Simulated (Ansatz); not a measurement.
Reaction (isomerisation): `CC(=N)BO` → `BOC(=C)N`

Gas-phase electronic energies from Ansatz, PBE0-D4/def2-TZVP geometries. CBS: MP2 limit from def2 TZ/QZ plus the TZ coupled-cluster correction, frozen cores. Functionals use def2-TZVPP. Each species was taken in one conformer, which may not be the lowest.

| level | ΔE (kcal/mol) |
| --- | --- |
| ωB97X-V | 17.8 |
| PBE | 16.2 |

(1) What does CCSD(T)/CBS give? (An estimate is asked.)

Largest T1 diagnostic among the species: 0.014.

## Answers

(1) Ansatz gave: +19.3 kcal/mol. The listed levels differ from it by -1.5, -3.1 kcal/mol.

In def2-TZVPP, CCSD(T) changes the Hartree–Fock value by +2.2 kcal/mol (the triples alone add +0.0 kcal/mol) and MP2 by +2.0 kcal/mol.
